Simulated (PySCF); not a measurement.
PySCF 2.14 output of an unrestricted B3LYP calculation on a single atom or ion in aug-cc-pwCVTZ-PP with ECP28MDF (8s8p7d4f3g, 122 functions), with scalar relativity through the core potential:

```
SCF conv_tol = 1e-09
number electrons alpha = 11  beta = 9
    P. J. Stephens, F. J. Devlin, C. F. Chabalowski, and M. J. Frisch.,  J. Phys. Chem. 98, 11623 (1994)
cycle= 1 E= -167.261630586191  delta_E= -0.0121  |g|= 0.0441  |ddm|= 0.701
cycle= 2 E= -167.261801700153  delta_E= -0.000171  |g|= 0.0322  |ddm|= 0.219
cycle= 3 E= -167.261998883419  delta_E= -0.000197  |g|= 0.00559  |ddm|= 0.0337
cycle= 4 E= -167.262005313095  delta_E= -6.43e-06  |g|= 0.000232  |ddm|= 0.0275
cycle= 5 E= -167.262005473733  delta_E= -1.61e-07  |g|= 3.53e-05  |ddm|= 0.0155
cycle= 6 E= -167.262005485239  delta_E= -1.15e-08  |g|= 8.52e-06  |ddm|= 0.00387
cycle= 7 E= -167.262005486319  delta_E= -1.08e-09  |g|= 3.32e-06  |ddm|= 0.00037
cycle= 8 E= -167.262005486486  delta_E= -1.67e-10  |g|= 6.6e-07  |ddm|= 0.000162
converged SCF energy = -167.262005486486  <S^2> = 2.0009038  2S+1 = 3.0006025
```

The run itself started from symmetry-adapted Hartree-Fock orbitals and held the occupation by maximum overlap, on a logarithmic radial grid, so the iterations belong to that start.

Problem. Which element, charge and spin multiplicity is this?

Solution. Cd (cadmium, neutral), multiplicity 3; the state was [Kr] 4d9 5s2 6s1, high-spin 3D determinant (an excited configuration).

Energies and moments cover only the electrons outside the core potential. The outer electron is Rydberg-like, and this basis confines it to a smaller radius and binds it less than a complete one would.
